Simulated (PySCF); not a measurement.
## In⁺: excitation energy

In⁺ [Kr] 4d10 5s2 (1S) → In⁺ [Kr] 4d10 5s1 5p1 (3P), as a difference of total energies. All numbers are calculated (PySCF 2.14, scalar relativity through the core potential, in def2-TZVPPD with the def2 core potential (28 electrons) (7s5p4d2f, 56 functions)). Correlated levels: valence and next inner shell: nothing frozen outside the core potential. The calculations carry no spin-orbit coupling.

Order these methods by the excitation energy they give, lowest first.
A. CCSD(T) (valence and next inner shell)
B. SCS-MP2 (valence and next inner shell)
C. UHF
D. CCSD (valence and next inner shell)

C (32949 cm⁻¹), D (43519 cm⁻¹), A (44091 cm⁻¹), B (44942 cm⁻¹).

Errors of the correlated levels include the incompleteness of this basis.

For comparison: 44609 cm⁻¹ (measured; NIST levels, between the centres of gravity of the two terms).
